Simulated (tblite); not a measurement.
Isomers of C5H4FN. All values are computed: GFN2-xTB (tblite) harmonic vibrations without scaling, gas phase. The method is semi-empirical: single wavenumbers can be off by several per cent or more. One conformer each.

Electronic energies: GFN2-xTB at the same geometries; isomer energies are rough at this level and their order can be wrong.

```json
{"SMILES": "CC#C[C@@H](F)C#N", "electronic energy, lowest = 0 (kJ/mol)": "43.4"}
{"SMILES": "CC(=C=CF)C#N", "electronic energy, lowest = 0 (kJ/mol)": "36.1"}
{"SMILES": "C=C/C(C#N)=C\\F", "electronic energy, lowest = 0 (kJ/mol)": "0.0"}
```

How do GFN2-xTB zero-point energies change the relative energies?

```csv
SMILES,ZPE (kJ/mol),of it from modes above 1550 cm⁻¹,electronic (kJ/mol),"with ZPE, lowest = 0 (kJ/mol)",lowest mode (cm⁻¹),rings
C=C/C(C#N)=C\F,194.8,108.2,0.0,0.0,106,0
CC(=C=CF)C#N,193.5,99.1,36.1,34.7,84,0
CC#C[C@@H](F)C#N,192.6,99.9,43.4,41.2,21,0
```

The zero-point energies span 2.2 kJ/mol, from `CC#C[C@@H](F)C#N` to `C=C/C(C#N)=C\F`. The order is unchanged.
